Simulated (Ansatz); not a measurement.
Geometry optimisation, Ansatz, RKS PBE-D4/def2-SVP.

The input (input.yaml):

```yaml
crystal:
  periodic: [false, false, false]
  atoms:
    - { symbol: B, position_ang: [0.593, -2.1465, -1.3302] }
    - { symbol: C, position_ang: [0.6511, -1.1596, -0.1032] }
    - { symbol: O, position_ang: [1.6864, -0.6222, 0.15] }
    - { symbol: S, position_ang: [-0.7002, -0.8599, 0.9364] }
    - { symbol: S, position_ang: [-1.4115, 0.8014, -0.2285] }
    - { symbol: C, position_ang: [-0.5809, 2.024, 0.8705] }
    - { symbol: H, position_ang: [-0.4574, -2.6184, -1.599] }
    - { symbol: H, position_ang: [1.5255, -2.2778, -2.0347] }
    - { symbol: H, position_ang: [-0.9694, 1.9386, 1.9485] }
    - { symbol: H, position_ang: [-0.7752, 3.0346, 0.5199] }
    - { symbol: H, position_ang: [0.504, 1.8288, 0.891] }
basis:
  gaussian: { orbitals: def2-SVP }
hamiltonian:
  xc: pbe
  dispersion: d4
relax:
  f_tol: 0.02
  max_steps: 50
```

Launched with:

```bash
$ ansatz run input.yaml --threads 2 --pin off --max-ram 3072MiB --backend cpu --events-out ev --progress --plain --runs-dir out
```

Where does it end, and by what steps?

The forces met the threshold. After 23 steps the energy has fallen by 2.125 eV; H8 moved furthest, 2.26 Å. Joined: B1–S5 (3.73 → 2.00 Å).

| step | energy less start (eV) | largest force component (eV/Å) | accepted |
| --- | --- | --- | --- |
| 0 | 0.0000 | 3.113 | yes |
| 1 | -0.4012 | 1.654 | yes |
| 2 | -0.5461 | 2.690 | yes |
| 3 | -0.6610 | 2.538 | yes |
| 4 | -0.7487 | 2.312 | yes |
| 5 | -0.8603 | 1.600 | yes |
| 6 | -0.9351 | 0.617 | yes |
| 7 | -1.0237 | 0.418 | yes |
| 8 | -1.1557 | 0.321 | yes |
| 9 | -1.3197 | 0.388 | yes |
| 10 | -1.5066 | 0.456 | yes |
| 11 | -1.7279 | 0.725 | yes |
| 12 | -1.8689 | 0.576 | yes |
| 13 | -1.9403 | 1.352 | yes |
| 14 | -2.0250 | 0.742 | yes |
| 15 | -2.0525 | 1.707 | yes |
| 16 | -2.1012 | 0.390 | yes |
| 17 | -2.1167 | 0.108 | yes |
| 18 | -2.1101 | 0.498 | no |
| 19 | -2.1190 | 0.064 | yes |
| 20 | -2.1223 | 0.274 | yes |
| 21 | -2.1235 | 0.211 | yes |
| 22 | -2.1244 | 0.053 | yes |
| 23 | -2.1245 | 0.009 | yes |

```xyz
11
Properties=species:S:1:pos:R:3
B 0.245 -0.951 -0.917
C 0.892 -1.582 0.413
O 1.828 -2.242 0.715
S -0.528 -1.010 1.762
S -1.219 0.000 0.058
C -0.540 1.683 0.263
H -0.279 -1.823 -1.596
H 0.928 -0.154 -1.545
H -1.093 2.188 1.076
H -0.707 2.211 -0.697
H 0.540 1.623 0.489
```

Whether the end is a true minimum wasn't checked by a vibrational analysis.

The run took 24 s on 2 threads of AMD EPYC 9R45 (Zen 5), with other jobs on the host, peak memory 0.18 GiB.
